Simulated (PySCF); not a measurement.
# Ionising SrCl

PBE; basis Sr def2-SVP with ECP28, Cl def2-SVP; scalar-relativistic core potentials; PySCF 2.14. Neutral (UKS): doublet (σ ↑), Re = 2.589 Å, ωe = 312 cm⁻¹, De = 4.45 eV, HOMO -3.58 eV, LUMO -2.78 eV.

SrCl⁺ (UKS): singlet (closed shell), Re = 2.501 Å, ωe = 365 cm⁻¹, De = 4.50 eV to Sr⁺ + Cl. The energies at the minima are -490.63402 hartree for SrCl and -490.42640 for SrCl⁺.

Work out the adiabatic ionisation energy, without and with harmonic zero-point energies (1 hartree = 27.2114 eV, 1 eV = 8065.5 cm⁻¹), and the change of the bond length.

At PBE: 0.20762 hartree = 5.650 eV between the minima; the zero-point term (365.0 − 312.0)/2 cm⁻¹ = +0.003 eV makes it 5.653 eV. Re changes by -8.8 pm against the neutral. The electron leaves a σ orbital; in so polar a molecule the change of length follows mostly from the change of the ionic charges.

For an ion De counts to the pair picked by the measured ionisation energies or electron affinities, which need not be the lowest pair at this level. States were picked by a PBE0 search and need not be the measured ground states.
